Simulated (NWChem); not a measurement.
Molecule: CHAlClNO; SMILES O=C=[N][AlH][Cl]

```xyz
6

Al    -0.8445    -0.6445     0.0000
Cl     0.5937    -2.1652     0.0000
H     -2.3734    -0.9817     0.0000
N     -0.2753     1.0293     0.0000
C      0.1426     2.1569     0.0000
O      0.5412     3.2528     0.0000
```
Atoms are numbered in this order, from 1.

Computed with NWChem. Coordinates come from a PBE0/def2-SVP optimisation.

Q: Predict the results for TPSS/def2-TZVPP. Quantities: highest occupied level (eV); orbital gap (eV); dipole (D).

A: The highest occupied level (eV) is -7.54 and the orbital gap (eV) is 5.37. The dipole (D) is 1.49.
